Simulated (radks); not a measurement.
Results of a calculation; reference values are marked as such.
Neutral cobalt inside a hard spherical wall (all orbitals vanish at R), configuration held at [Ar] 3d7 4s2 and not refilled when levels cross. Code: a radial shooting solver on a logarithmic mesh with Libxc functionals. Model: scalar-relativistic Kohn-Sham, r2SCAN, spin-polarised, spherical densities, finite nucleus; open shells are filled with parallel spins first; meta-GGA in the generalised Kohn-Sham scheme; Fermi nuclear charge, rms radius 3.7875 fm. Eigenvalues in eV for spin up, with the zero of energy where the potential of the charges vanishes at infinity; a dash marks a level that is unbound or too diffuse for the functional's potential to be trusted. A positive occupied level is held by the wall or, in an anion where self-interaction has pushed it up, behind a barrier. The pressure on the wall is -dE/dV.

R (bohr)	E (hartree)	kinetic (hartree)	e(3s)	e(3p)	e(3d)	e(4s)	e(4p, empty)	e(5s, empty)	pressure (GPa)
free	-1393.44571	1411.468	-107.79	-69.581	-9.972	-5.948	-1.000	-	0
20	-1393.44571	1411.468	-107.79	-69.581	-9.972	-5.948	-1.000	-	< 0.0001
12	-1393.44569	1411.469	-107.79	-69.579	-9.971	-5.946	-0.994	3.163	0.000308
10	-1393.44552	1411.471	-107.77	-69.563	-9.954	-5.933	-0.959	3.692	0.00554
7	-1393.43800	1411.526	-107.42	-69.207	-9.607	-5.623	-0.338	7.741	0.447
5	-1393.35870	1411.913	-105.64	-67.437	-7.911	-3.744	2.717	20.865	10.00
3.5	-1392.83552	1413.858	-99.880	-61.762	-2.465	4.640	14.177	60.589	165
2.5	-1390.53894	1421.414	-86.522	-48.687	11.127	33.296	48.506	160.10	1930
